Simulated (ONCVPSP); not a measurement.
# iridium, ONCV: configuration errors across variants

| Property | Result |
| --- | --- |
| Element | Ir |
| Generator | ONCVPSP 4.0.1 |
| Type | optimised norm-conserving Vanderbilt (ONCV) |
| Functional | PBE |
| Relativity | scalar-relativistic |
| Frozen core | [Kr] 4d10 4f14 |
| Valence charge | 17 |
| Reference configuration | 5s2 5p6 5d7.5 6s1.5 |
| Partial waves | 5s+6s: rc 1.60 bohr, ncon 4, nbas 8, qcut 7.8 1/bohr, 2 projectors; 5p: rc 1.55 bohr, ncon 3, nbas 7, qcut 8 1/bohr, 1 projector; 5d: rc 2.35 bohr, ncon 4, nbas 8, qcut 6.2 1/bohr, 2 projectors, debl 3.1 Ha |
| Local potential | polynomial inside 1.40 bohr (lpopt 4, dvloc0 3 Ha) |
| Core correction | Teter function, fcfact 5, rcfact 1.25 |

All-electron excitation energies from the reference (eV): (1) 5s2 5p6 5d7 6s2 0.285; (2) 5s2 5p6 5d7 6s1 10.165; (3) 5s2 5p6 5d7 6s0 27.634; (4) 5s2 5p6 5d6 6s0 58.176.

2 further variants failed, have other tests or too few solved ones, and are left out.

Errors AE − PS in meV (a dash: test not solved or not reliable):

```tsv
change	(1)	(2)	(3)	(4)	bound ghosts	GHOST(+) flags above zero
base	+3.3	-1.3	-9.7	-3.7	none	none
local potential polynomial inside 1.40 bohr (lpopt 4, dvloc0 -0.5 Ha)	+3.2	-1.4	-10	-5.9	none	s
d: qcut 7.9	+0.3	-2.7	-9.5	-15	none	none
s: ncon 3, nbas 7	+3.2	-1.2	-10	-3.9	none	none
core correction Teter function, fcfact 6.2, rcfact 1.25	+3.3	-1.3	-9.9	-3.8	none	none
p: rc 1.48	+3.3	-1.3	-9.8	-4.0	none	none
all radii but the core radius scaled by about 0.77 (s 1.24, p 1.20, d 1.82 bohr); local potential polynomial inside 1.08 bohr (lpopt 4, dvloc0 3 Ha)	+1.5	-1.3	-5.5	-9.3	none	s
s: qcut 5.7; p: qcut 5.8; d: qcut 4.5	+9.0	-0.1	-19	+19	none	none
d: nproj 1	+2.9	-2.2	-12	-19	none	none
core correction Teter function, fcfact 4, rcfact 1.3	+3.3	-1.3	-9.9	-3.8	none	none
```

(1) Give the same row for: d: qcut 9.1.

## Answers

(1) +1.6, -1.5, -8.2, -8.6; bound ghosts: none; GHOST(+) flags above zero: none.
